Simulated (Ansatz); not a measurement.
Sn2O6H4. Charge 0, multiplicity 1. Geometry r2SCAN-D4/def2-SVP; atoms count from 1.

```xyz
12

Sn   -1.585    0.692   -0.540
Sn    1.141   -1.147    0.170
O     2.291    0.456    0.631
O     1.280   -2.990    0.098
O    -3.052   -0.344   -0.960
O     1.417    1.601    0.503
O     0.153   -0.208   -1.479
O    -0.585   -0.295    1.134
H    -1.037    2.281   -0.331
H    -0.114   -0.860   -2.150
H    -1.168   -0.993    1.483
H     1.257    1.806    1.441
```

In the def2 sets Sn takes a core potential; there is no spin–orbit coupling. The structure holds one bond between oxygen atoms, so isomers without such links may lie far lower. Another isomer (singlet) lies 1.81 eV lower at PBE0-D4/def2-TZVP; other spin states weren't run for this one.

Q: Estimate the Mulliken populations from the PBE0/def2-TZVP orbitals of Ansatz.

A: 
```tsv
atom	charge (e)
Sn1	0.99
Sn2	1.26
O3	-0.37
O4	-0.61
O5	-0.64
O6	-0.31
O7	-0.70
O8	-0.72
H9	0.02
H10	0.37
H11	0.37
H12	0.34
```
Mulliken values depend strongly on the basis.

Q: And the Mayer bond orders between heavy atoms (over 0.3)?

A: Sn1–O5 1.80 (1.84 Å); Sn1–O7 0.46 (2.17 Å); Sn1–O8 0.44 (2.19 Å); Sn2–O3 0.85 (2.03 Å); Sn2–O4 1.76 (1.85 Å); Sn2–O7 0.50 (2.14 Å); Sn2–O8 0.49 (2.15 Å); O3–O6 0.86 (1.45 Å).
